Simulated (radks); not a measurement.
Task: The mean radii <r> (bohr) of the occupied orbitals of an atom or ion are listed with their occupations. Calculated with a radial shooting solver on a logarithmic mesh with Libxc functionals: Dirac Kohn-Sham, BLYP, spin-unpolarised, spherical densities, finite nucleus; Fermi nuclear charge, rms radius of each element as measured or else 0.836 A^(1/3) + 0.57 fm.

| orbital | occ. | <r> |
|---|---|---|
| 1s1/2 | 2 | 0.01606 |
| 2s1/2 | 2 | 0.06689 |
| 2p1/2 | 2 | 0.05485 |
| 2p3/2 | 4 | 0.06375 |
| 3s1/2 | 2 | 0.1722 |
| 3p1/2 | 2 | 0.1626 |
| 3p3/2 | 4 | 0.1781 |
| 3d3/2 | 4 | 0.1544 |
| 3d5/2 | 6 | 0.1591 |
| 4s1/2 | 2 | 0.3506 |
| 4p1/2 | 2 | 0.3467 |
| 4p3/2 | 4 | 0.3701 |
| 4d3/2 | 3 | 0.3581 |

Name the element and its charge. Open shells, if any, fill j = l - 1/2 first.

Result: Z = 82, lead, charge +43: Pb43+ in [Kr] 4d3. The 1s radius gives Z: for a bare nucleus <r> = (2 gamma + 1)/(2Z) with gamma = sqrt(1 - (Z/c)^2), 0.01587 bohr for Z = 82, and screening makes it slightly larger (0.01606 here). The occupations add up to 39, and the charge is Z minus that.
